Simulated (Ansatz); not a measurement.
Two isomers of CH7NSSi: A = `CS[SiH2]N`, B = `N[SiH2]CS`.

Gas-phase electronic energies from Ansatz, PBE0-D4/def2-TZVP geometries. CCSD(T)/CBS is the MP2 limit (def2-TZVPP, def2-QZVPP) plus CCSD(T) − MP2 in def2-TZVPP, frozen cores. DFT in def2-TZVPP. B3LYP here is the variant with VWN-RPA as its local correlation; programs differ in this. Each species was taken in one conformer, which may not be the lowest.

Q: Which is lower in electronic energy at CCSD(T)/CBS, and by how much? (Best estimate.)

A: Computed: A, by 65.7 kJ/mol.

Q: Give E(B) − E(A) in kJ/mol with B3LYP, B2PLYP, MP2/def2-TZVPP, PBE0-D4, B3LYP-D4, CCSD/def2-TZVPP, BLYP-D4. (Best estimate.)

A: The calculation gave: B3LYP 67.5, B2PLYP 67.1, MP2/def2-TZVPP 66.3, PBE0-D4 67.0, B3LYP-D4 66.4, CCSD/def2-TZVPP 63.2, BLYP-D4 66.0. None reverses the order clearly.

Q: Does the order hold for the free energy at 298.15 K (harmonic terms from PBE0-D4)? (Estimate.)

A: Ansatz gave: Yes: G(B) − G(A) = +61.2 kJ/mol, for one conformer each.

Largest T1 diagnostic: 0.010.

At CCSD(T), def2-SVP lies −5.9 kJ/mol from the extrapolated value and def2-TZVPP −2.5 kJ/mol. Leaving LDA and LC-ωPBE aside and taking each functional with its dispersion term where it has one, the values, not all of them listed here, spread over 4.4 kJ/mol, from ωB97M-V to r2SCAN-D4. LDA lies −7.3 kJ/mol from PBE without D4.
